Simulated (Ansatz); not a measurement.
Reactions of `Cl[CH](Cl)[InH2]`.

Gas-phase electronic energies from Ansatz, PBE0-D4/def2-TZVP geometries. CBS: MP2 limit from def2 TZ/QZ plus the TZ coupled-cluster correction, frozen cores. This one scheme is used for every species, atoms too. Functionals use def2-TZVPP. B3LYP here is the variant with VWN-RPA as its local correlation; programs differ in this. No spin–orbit coupling; open shells (•) take unrestricted orbitals. Spin–orbit coupling would lower the free atoms: a little for C, Cl; strongly for In. def2 core potentials past Kr. Bonds to Br, In are less sure, by a few kJ/mol each and by 10 to 20 or more in all where they break to atoms, as the def2 sets lack core-valence functions. Scalar relativity is left out up to krypton. One conformer a species, not always the lowest.

```csv
reaction,CCSD(T)/CBS(def2) (kJ/mol)
`Cl[CH](Cl)[InH2]` + `CCCCCl` → `CCC[CH](Cl)[InH2]` + `ClCCl`,3
`Cl[CH](Cl)[InH2]` → `[CH3][In]([Cl])[Cl]`,-403
`Cl[CH](Cl)[InH2]` + `N=C(O)O` → `N=C(O)[O][InH2]` + `ClCCl`,-77
`Cl[CH](Cl)[InH2]` + HBr → `[Br][InH2]` + `ClCCl`,-164
`Cl[CH](Cl)[InH2]` → C• + 2 Cl• + 3 H• + In•,?
`Cl[CH](Cl)[InH2]` + `B[SiH2]C` → `B[SiH2][CH2][InH2]` + `ClCCl`,?
`Cl[CH](Cl)[InH2]` + HBr → `ClC(Cl)Br` + `[InH3]`,68
`Cl[CH](Cl)[InH2]` + `CCC` → `CCC[CH](Cl)[InH2]` + HCl,?
`Cl[CH](Cl)[InH2]` + `OBF` → `FB[O][InH2]` + `ClCCl`,-81
`Cl[CH](Cl)[InH2]` + `C[SiH3]` → `C[SiH2]C(Cl)Cl` + `[InH3]`,-7
```

**Question.** Fill in the missing values. (Best estimate.)

**Answer.** Computed: `Cl[CH](Cl)[InH2]` → C• + 2 Cl• + 3 H• + In•: +1801.5 kJ/mol; `Cl[CH](Cl)[InH2]` + `B[SiH2]C` → `B[SiH2][CH2][InH2]` + `ClCCl`: -12.5 kJ/mol; `Cl[CH](Cl)[InH2]` + `CCC` → `CCC[CH](Cl)[InH2]` + HCl: -41.7 kJ/mol.

Largest T1 diagnostic: 0.016, for `N=C(O)[O][InH2]`.
